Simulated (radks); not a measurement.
B4+, 1 electrons, occupied as 1s1. Calculated with a radial shooting solver on a logarithmic mesh with Libxc functionals: scalar-relativistic Kohn-Sham, r2SCAN, spin-unpolarised, spherical densities, finite nucleus; meta-GGA in the generalised Kohn-Sham scheme; Fermi nuclear charge, rms radius 2.406 fm; without spin polarisation the odd electron is poorly described.

Normalised radial functions P(r) = r R(r), r in bohr:

| r | 1s |
|---|---|
| 0.01587 | 0.3245 |
| 0.01848 | 0.3728 |
| 0.02151 | 0.4274 |
| 0.02504 | 0.4888 |
| 0.02916 | 0.5574 |
| 0.03394 | 0.6335 |
| 0.03951 | 0.7172 |
| 0.046 | 0.8082 |
| 0.05355 | 0.9059 |
| 0.06234 | 1.0092 |
| 0.07258 | 1.1161 |
| 0.08449 | 1.2242 |
| 0.09836 | 1.3297 |
| 0.1145 | 1.4280 |
| 0.1333 | 1.5137 |
| 0.1552 | 1.5803 |
| 0.1807 | 1.6208 |
| 0.2103 | 1.6287 |
| 0.2448 | 1.5982 |
| 0.285 | 1.5255 |
| 0.3318 | 1.4103 |
| 0.3863 | 1.2561 |
| 0.4497 | 1.0714 |
| 0.5236 | 0.8691 |
| 0.6095 | 0.6649 |
| 0.7096 | 0.4753 |
| 0.826 | 0.3140 |
| 0.9616 | 0.1893 |
| 1.119 | 0.1026 |

1s: eigenvalue -301.43 eV, 0 radial nodes, <r> = 0.305 bohr, 90 % of the charge inside 0.543 bohr.
